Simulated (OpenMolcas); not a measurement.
**W4+: moving or changing the point charges**

W4+ among 6 point charges of -1.7 e arranged as a trigonal antiprism (D3d), 2.1 Å from the ion, with a polar angle of 50.4° against the regular 54.74°.
```
   0.0000    1.6171    1.3398  -1.70
  -1.4004   -0.8085    1.3398  -1.70
   1.4004   -0.8085    1.3398  -1.70
   0.0000   -1.6171   -1.3398  -1.70
   1.4004    0.8085   -1.3398  -1.70
  -1.4004    0.8085   -1.3398  -1.70
```

* Program: OpenMolcas 26.06
* Method: CASSCF
* Basis: ANO-RCC-VDZP [7s6p4d2f1g]
* Scalar Hamiltonian: DKH2, point nucleus
* Active space: 2 electrons in 5 orbitals (5d)
* State averaging: 2S+1 = 3 even, 10 roots; 2S+1 = 1 even, 15 roots
* Spin-orbit coupling: RASSI with atomic mean-field integrals over the reference wave functions

Runs around this geometry, states (labels of D3, the rotations of D3d). Energies in cm-1 above the lowest state or level, χT in cm3 K/mol.

```csv
R (Å),q (e),Polar angle / regular,Ground state,First state of that spin,First gap with spin-orbit (degeneracies),χT at 300 K,First state of another spin
2.1,-1.1,0.92,3A2,3E 658.2,"917.9 (2, 2)",0.084,1A1 10529
1.92,-1.7,0.92,3A2,3E 2397,"144.7 (1, 2)",0.128,1E 9481
2.1,-1.7,0.92,3A2,3E 1565,"352.8 (2, 1)",0.064,1E 9994
2.28,-1.7,0.92,3A2,3E 970.2,"779.3 (2, 1)",0.081,1A1 10403
2.1,-1.7,0.99,3A2,3E 194.0,"939.8 (2, 1)",0.055,1E 11136
```

Taking the first state of the same spin as R^-n, n = -ln(970.2 / 2397) / ln(2.28 / 1.92) = 5.3 between the shortest and longest distance.

Scaling the charges by -1.1 / -1.7 = 0.65 scales the first state of the same spin by 658.2 / 1565 = 0.42; with fixed orbitals a first-order splitting would follow the charge.

Without dynamic correlation the repulsion within the d shell is too large (B by tens of per cent), so at a given field states of lower spin stand too high. Spin-orbit coupling mixes the spin-free states strongly: the lowest level takes only 47 % from its leading state, 3E, which lies 658 cm-1 above the lowest spin-free state (figures for R = 2.1, q = -1.1, ratio = 0.92; the like holds for R = 2.1, q = -1.7, ratio = 0.92, R = 2.28, q = -1.7, ratio = 0.92, R = 2.1, q = -1.7, ratio = 0.99). Point charges carry no covalency, so the field is a model and not that of real ligands. No measured value stands beside these numbers.
